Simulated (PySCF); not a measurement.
LiCl, SMILES [Li][Cl]. The structure is a stationary point at PBE0-D3(BJ)/def2-TZVPD.

These are PySCF with PBE0-D3(BJ)/def2-TZVPD values and carry that method's errors.

Harmonic wavenumbers (cm⁻¹): 647. Rotational constants (GHz): 21.34 (linear); symmetry number 1.

Task: Work out the zero-point energy and the ideal-gas rigid-rotor harmonic-oscillator thermochemistry at 298.15 K and 1 atm.

Result: ZPE = ½ Σ hcν = ½ × 647 cm⁻¹ = 0.92 kcal/mol. H − E(el) = 3.08 kcal/mol. Entropy in cal/(mol K): translation 37.16, rotation 13.26, vibration 0.38, total 50.80. G − E(el) = -12.06 kcal/mol. Cp = 7.89 cal/(mol K).
